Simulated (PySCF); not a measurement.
A geometry optimisation, step by step.

C₄H₁₀AsB.
Atom-mapped SMILES: `[CH2:1]=[CH:2][CH2:3][AsH:4][BH:5][CH3:6]` (hydrogens: H7, H8 on C1; H9 on C2; H10, H11 on C3; H12 on As4; H13 on B5; H14, H15, H16 on C6)

Computed by this run: PySCF 2.14.0, PBE0-D3(BJ)/def2-SVP geometry optimisation, gas phase; density fitting, grid level 1; the optimiser is geomeTRIC in internal coordinates, started from a GFN2-xTB structure with every atom displaced at random (about 0.03 Å). 11 of its 18 geometries are shown. The frame can shift and turn from step to step; on so coarse a grid that alone can change the energy by a few meV, and forces under 0.02 eV/Å are noise.

Step 0: E = -65802.5263 eV, largest atomic force 5.814 eV/Å
```
atom  x, y, z in Å  |  force x, y, z in eV/Å
C1     -2.992   -0.539   -0.562   -3.225   0.468  -4.494
C2     -2.146   -0.380    0.360    3.104  -0.273   4.909
C3     -0.816    0.139    0.123    2.315   0.108   3.312
As4     0.717   -1.306    0.394   -2.316   0.117   0.284
B5      2.159   -0.391   -0.475   -0.610   3.479   1.653
C6      2.495    1.143   -0.131   -0.052  -2.131   1.408
H7     -2.835   -0.151   -1.587    0.259  -0.379   0.278
H8     -3.989   -0.838   -0.387   -1.352  -0.722   0.344
H9     -2.354   -0.676    1.436    0.029   0.199  -1.143
H10    -0.528    0.902    0.927   -0.333  -0.743  -0.957
H11    -0.681    0.574   -0.820    0.218   0.739  -1.825
H12     0.260   -2.078   -0.817    0.044  -0.397  -0.107
H13     2.846   -0.946   -1.129    2.126  -1.841  -2.004
H14     2.953    1.656   -0.921    0.997   0.925  -1.594
H15     1.644    1.701    0.194   -0.942   0.623   0.375
H16     3.217    1.173    0.730   -0.261  -0.172  -0.439
```

Step 2: E = -65803.3026 eV, largest atomic force 1.874 eV/Å
```
atom  x, y, z in Å  |  force x, y, z in eV/Å
C1     -2.953   -0.503   -0.603   -0.897  -0.373   0.843
C2     -2.160   -0.410    0.480    0.019   0.345  -1.842
C3     -0.815    0.161    0.239    0.647  -0.120   0.535
As4     0.584   -1.257    0.399    0.123  -0.021  -0.142
B5      2.135   -0.327   -0.475    0.124  -0.136  -0.004
C6      2.508    1.156   -0.171   -0.203   0.252  -0.193
H7     -2.659   -0.145   -1.595    0.154   0.002   0.128
H8     -3.966   -0.918   -0.529    0.090  -0.019  -0.035
H9     -2.441   -0.774    1.473   -0.036   0.015  -0.026
H10    -0.545    0.880    1.016    0.139   0.283   0.171
H11    -0.710    0.645   -0.747   -0.249  -0.087   0.251
H12     0.163   -2.091   -0.803   -0.002   0.013   0.041
H13     2.884   -1.004   -1.156   -0.086   0.004   0.103
H14     3.047    1.636   -1.010   -0.066  -0.060   0.163
H15     1.664    1.799    0.139    0.138  -0.070  -0.040
H16     3.215    1.136    0.678    0.104  -0.029   0.047
```

Step 3: E = -65803.4090 eV, largest atomic force 0.790 eV/Å
```
atom  x, y, z in Å  |  force x, y, z in eV/Å
C1     -3.039   -0.532   -0.586   -0.260  -0.039   0.379
C2     -2.159   -0.392    0.415   -0.053   0.092  -0.783
C3     -0.804    0.178    0.203    0.229  -0.134   0.137
As4     0.588   -1.245    0.375    0.094  -0.042  -0.138
B5      2.164   -0.323   -0.463    0.074  -0.100  -0.004
C6      2.544    1.156   -0.147   -0.159   0.188  -0.130
H7     -2.820   -0.198   -1.605    0.085   0.010   0.012
H8     -4.034   -0.961   -0.420    0.114  -0.012   0.003
H9     -2.404   -0.747    1.420   -0.038  -0.007   0.085
H10    -0.544    0.894    0.992    0.021   0.170   0.089
H11    -0.687    0.670   -0.775   -0.180  -0.021   0.105
H12     0.186   -2.071   -0.838   -0.001   0.010   0.038
H13     2.918   -1.006   -1.129   -0.066  -0.007   0.096
H14     3.104    1.632   -0.972   -0.033  -0.033   0.105
H15     1.703    1.806    0.148    0.092  -0.047  -0.019
H16     3.235    1.124    0.716    0.080  -0.027   0.025
```

Step 5: E = -65803.4317 eV, largest atomic force 0.080 eV/Å
```
atom  x, y, z in Å  |  force x, y, z in eV/Å
C1     -3.090   -0.526   -0.571    0.019  -0.006  -0.019
C2     -2.161   -0.396    0.379   -0.017  -0.007   0.078
C3     -0.804    0.181    0.188   -0.015   0.004  -0.035
As4     0.593   -1.236    0.337    0.031  -0.018  -0.046
B5      2.196   -0.328   -0.451   -0.022  -0.006   0.020
C6      2.564    1.159   -0.149    0.016   0.012  -0.018
H7     -2.916   -0.189   -1.599    0.017   0.015   0.014
H8     -4.059   -0.982   -0.356   -0.018   0.002  -0.001
H9     -2.387   -0.765    1.389    0.001  -0.008  -0.008
H10    -0.560    0.899    0.987   -0.017  -0.001  -0.010
H11    -0.721    0.696   -0.779    0.014   0.006  -0.008
H12     0.207   -2.054   -0.882   -0.013  -0.002  -0.001
H13     2.972   -1.040   -1.053   -0.009   0.011   0.042
H14     3.157    1.620   -0.954    0.000   0.011  -0.002
H15     1.724    1.818    0.115    0.003  -0.010   0.005
H16     3.237    1.127    0.732    0.012  -0.004  -0.011
```

Step 7: E = -65803.4344 eV, largest atomic force 0.037 eV/Å
```
atom  x, y, z in Å  |  force x, y, z in eV/Å
C1     -3.104   -0.516   -0.565    0.001   0.012   0.002
C2     -2.171   -0.413    0.384    0.018   0.010   0.001
C3     -0.816    0.170    0.187   -0.018  -0.006   0.017
As4     0.593   -1.237    0.320   -0.034   0.013   0.000
B5      2.206   -0.327   -0.434   -0.008   0.016  -0.007
C6      2.576    1.164   -0.159    0.004  -0.015   0.030
H7     -2.928   -0.145   -1.581   -0.003  -0.005  -0.005
H8     -4.077   -0.970   -0.361   -0.003  -0.001  -0.002
H9     -2.388   -0.804    1.386    0.008  -0.011  -0.003
H10    -0.575    0.885    0.990    0.012  -0.002  -0.002
H11    -0.741    0.697   -0.775    0.006  -0.012  -0.007
H12     0.216   -2.048   -0.907    0.004   0.003  -0.003
H13     2.998   -1.055   -0.992    0.020  -0.011  -0.003
H14     3.172    1.608   -0.971   -0.006   0.002  -0.016
H15     1.737    1.830    0.091   -0.005   0.004   0.006
H16     3.250    1.145    0.721    0.004   0.006  -0.009
```

Step 8: E = -65803.4349 eV, largest atomic force 0.029 eV/Å
```
atom  x, y, z in Å  |  force x, y, z in eV/Å
C1     -3.107   -0.509   -0.563   -0.010   0.000   0.011
C2     -2.171   -0.415    0.384    0.010   0.008  -0.024
C3     -0.816    0.167    0.184   -0.006   0.009   0.014
As4     0.591   -1.239    0.315   -0.015  -0.005   0.008
B5      2.208   -0.329   -0.429   -0.003   0.007  -0.005
C6      2.575    1.164   -0.159    0.000  -0.009   0.028
H7     -2.933   -0.132   -1.577   -0.003  -0.001  -0.001
H8     -4.080   -0.964   -0.360    0.003   0.001  -0.001
H9     -2.383   -0.814    1.384    0.002  -0.005  -0.001
H10    -0.573    0.882    0.988    0.009   0.000  -0.003
H11    -0.741    0.693   -0.778   -0.002  -0.008   0.000
H12     0.219   -2.048   -0.914    0.004   0.002  -0.004
H13     3.007   -1.059   -0.975    0.013  -0.004  -0.006
H14     3.164    1.607   -0.977   -0.008  -0.001  -0.010
H15     1.736    1.829    0.095    0.001   0.001   0.003
H16     3.256    1.150    0.716    0.006   0.006  -0.008
```

Step 10: E = -65803.4364 eV, largest atomic force 0.048 eV/Å
```
atom  x, y, z in Å  |  force x, y, z in eV/Å
C1     -3.124   -0.483   -0.554   -0.017  -0.009   0.002
C2     -2.169   -0.417    0.377   -0.014  -0.016  -0.023
C3     -0.814    0.156    0.164    0.045   0.009  -0.013
As4     0.588   -1.253    0.304    0.005  -0.017   0.005
B5      2.217   -0.336   -0.407    0.014  -0.016  -0.001
C6      2.570    1.160   -0.140   -0.012   0.007   0.008
H7     -2.966   -0.087   -1.563    0.003   0.004   0.005
H8     -4.098   -0.933   -0.344    0.009   0.001   0.006
H9     -2.365   -0.839    1.371   -0.011   0.011   0.005
H10    -0.559    0.877    0.957   -0.009   0.006   0.002
H11    -0.739    0.668   -0.805   -0.015   0.010   0.010
H12     0.237   -2.055   -0.936    0.002  -0.002  -0.001
H13     3.033   -1.063   -0.935   -0.016   0.018   0.001
H14     3.089    1.612   -1.001   -0.004  -0.002   0.004
H15     1.735    1.809    0.164    0.010  -0.006  -0.002
H16     3.314    1.168    0.681    0.011   0.001  -0.007
```

Step 12: E = -65803.4386 eV, largest atomic force 0.031 eV/Å
```
atom  x, y, z in Å  |  force x, y, z in eV/Å
C1     -3.143   -0.464   -0.544    0.026   0.000  -0.011
C2     -2.169   -0.414    0.367   -0.022  -0.014   0.016
C3     -0.812    0.147    0.135    0.015  -0.006  -0.015
As4     0.585   -1.266    0.295    0.008   0.002  -0.019
B5      2.223   -0.343   -0.387    0.004  -0.009   0.001
C6      2.574    1.152   -0.104    0.004   0.004   0.000
H7     -2.997   -0.066   -1.554   -0.013  -0.001  -0.005
H8     -4.118   -0.903   -0.316    0.005   0.002   0.002
H9     -2.354   -0.837    1.364   -0.001   0.012   0.007
H10    -0.549    0.884    0.912   -0.007  -0.003   0.007
H11    -0.743    0.640   -0.844   -0.004   0.011   0.005
H12     0.255   -2.063   -0.954   -0.006  -0.005   0.004
H13     3.042   -1.055   -0.931   -0.014   0.008   0.009
H14     2.973    1.625   -1.018   -0.002   0.002   0.000
H15     1.766    1.777    0.301    0.003  -0.004   0.001
H16     3.417    1.171    0.613    0.003   0.000  -0.002
```

Step 14: E = -65803.4404 eV, largest atomic force 0.039 eV/Å
```
atom  x, y, z in Å  |  force x, y, z in eV/Å
C1     -3.150   -0.471   -0.541    0.006  -0.010   0.001
C2     -2.173   -0.405    0.367    0.015   0.015   0.002
C3     -0.814    0.151    0.120   -0.037   0.000   0.012
As4     0.579   -1.265    0.281    0.003   0.017  -0.019
B5      2.223   -0.344   -0.384   -0.011   0.013  -0.002
C6      2.591    1.142   -0.075    0.017  -0.012   0.007
H7     -3.010   -0.095   -1.560    0.001   0.000   0.000
H8     -4.123   -0.904   -0.297   -0.006  -0.001  -0.005
H9     -2.356   -0.804    1.373    0.002   0.002   0.000
H10    -0.549    0.896    0.889    0.012  -0.013   0.004
H11    -0.754    0.638   -0.863    0.009  -0.001  -0.002
H12     0.247   -2.058   -0.970   -0.004  -0.001   0.003
H13     3.029   -1.046   -0.954    0.014  -0.017   0.000
H14     2.882    1.642   -1.017   -0.008   0.002  -0.007
H15     1.821    1.748    0.423   -0.007   0.003   0.005
H16     3.508    1.159    0.542   -0.005   0.003   0.001
```

Step 15: E = -65803.4409 eV, largest atomic force 0.064 eV/Å
```
atom  x, y, z in Å  |  force x, y, z in eV/Å
C1     -3.154   -0.476   -0.534   -0.007  -0.011   0.006
C2     -2.175   -0.390    0.369    0.033   0.024  -0.007
C3     -0.816    0.159    0.104   -0.058   0.005   0.028
As4     0.569   -1.265    0.256   -0.003   0.013  -0.008
B5      2.226   -0.349   -0.381   -0.005   0.028  -0.002
C6      2.608    1.126   -0.042    0.033  -0.022  -0.003
H7     -3.018   -0.123   -1.562    0.004   0.000   0.000
H8     -4.127   -0.902   -0.278   -0.007  -0.002  -0.006
H9     -2.354   -0.765    1.385    0.002  -0.004  -0.004
H10    -0.542    0.907    0.865    0.021  -0.013   0.002
H11    -0.765    0.640   -0.883    0.014  -0.008  -0.004
H12     0.233   -2.048   -0.999   -0.002   0.005  -0.002
H13     3.022   -1.044   -0.973    0.021  -0.030  -0.008
H14     2.758    1.659   -1.000   -0.018   0.002  -0.011
H15     1.889    1.697    0.561   -0.014   0.008   0.005
H16     3.598    1.158    0.446   -0.013   0.004   0.014
```

Step 17: E = -65803.4415 eV, largest atomic force under 0.02 eV/Å
```
atom  x, y, z in Å  |  force x, y, z in eV/Å
C1     -3.146   -0.476   -0.537   -0.008  -0.001   0.000
C2     -2.174   -0.387    0.374    0.011   0.003  -0.005
C3     -0.816    0.165    0.119   -0.008   0.003   0.003
As4     0.566   -1.265    0.247   -0.002  -0.007   0.006
B5      2.228   -0.355   -0.384   -0.004   0.006  -0.003
C6      2.602    1.124   -0.052    0.004  -0.003   0.006
H7     -3.003   -0.120   -1.563    0.002   0.001   0.001
H8     -4.119   -0.908   -0.291    0.000   0.000   0.000
H9     -2.358   -0.767    1.387   -0.001  -0.001  -0.001
H10    -0.535    0.898    0.892    0.003  -0.003   0.001
H11    -0.760    0.660   -0.861    0.002   0.000   0.001
H12     0.221   -2.037   -1.013    0.000   0.004  -0.004
H13     3.029   -1.058   -0.962    0.005  -0.003  -0.002
H14     2.765    1.649   -1.012   -0.001  -0.002  -0.002
H15     1.869    1.697    0.532    0.000   0.001  -0.001
H16     3.581    1.165    0.458   -0.001   0.004  -0.002
```

**Question.** Summarise the path.

**Answer.** The energy falls by 0.9152 eV from step 0 to step 17; nine tenths of that is first reached at step 3. It falls at every step. The largest force goes from 5.814 to under 0.02 eV/Å. Among the bonds C3–As4 changes most, from 2.124 to 1.992 Å; the atoms move by 0.207 Å rms after alignment.

**Question.** Follow the three bonds and two angles with the largest change from start to end.

**Answer.** 
| step | E above end (eV) | largest force (eV/Å) | C3–As4 (Å) | B5–H13 (Å) | As4–B5 (Å) | C3–As4–H12 (°) | B5–C6–H14 (°) |
| --- | --- | --- | --- | --- | --- | --- | --- |
| 0 | 0.9152 | 5.814 | 2.124 | 1.099 | 1.916 | 91.6 | 113.4 |
| 1 | 0.1928 | 1.501 | 2.078 | 1.171 | 1.965 | 93.5 | 113.1 |
| 2 | 0.1389 | 1.874 | 1.998 | 1.217 | 2.009 | 97.6 | 112.4 |
| 3 | 0.0325 | 0.790 | 1.998 | 1.216 | 2.009 | 97.7 | 112.4 |
| 4 | 0.0126 | 0.142 | 2.004 | 1.214 | 2.007 | 98.2 | 112.6 |
| 5 | 0.0098 | 0.080 | 1.995 | 1.214 | 2.004 | 98.3 | 112.6 |
| 6 | 0.0080 | 0.072 | 1.992 | 1.212 | 2.002 | 98.4 | 112.6 |
| 7 | 0.0071 | 0.037 | 1.995 | 1.212 | 2.000 | 98.5 | 112.6 |
| 8 | 0.0066 | 0.029 | 1.993 | 1.212 | 2.000 | 98.6 | 112.4 |
| 9 | 0.0059 | 0.035 | 1.993 | 1.213 | 2.000 | 98.7 | 112.1 |
| 10 | 0.0051 | 0.048 | 1.992 | 1.214 | 2.000 | 98.8 | 111.4 |
| 11 | 0.0040 | 0.047 | 1.993 | 1.214 | 2.000 | 98.8 | 110.7 |
| 12 | 0.0029 | 0.031 | 1.993 | 1.213 | 2.000 | 98.8 | 110.0 |
| 13 | 0.0020 | 0.026 | 1.993 | 1.213 | 2.000 | 98.8 | 109.6 |
| 14 | 0.0011 | 0.039 | 1.993 | 1.212 | 1.999 | 98.7 | 108.9 |
| 15 | 0.0005 | 0.064 | 1.993 | 1.211 | 1.997 | 98.7 | 107.5 |
| 16 | 0.0003 | 0.038 | 1.993 | 1.212 | 1.997 | 98.7 | 107.9 |
| 17 | 0.0000 | under 0.02 | 1.992 | 1.212 | 1.997 | 98.8 | 107.5 |

The cost below is that of the whole optimisation. On Arm Neoverse V1, one thread, on a shared host, this took 3.5 min and 0.57 GiB of memory at its peak.
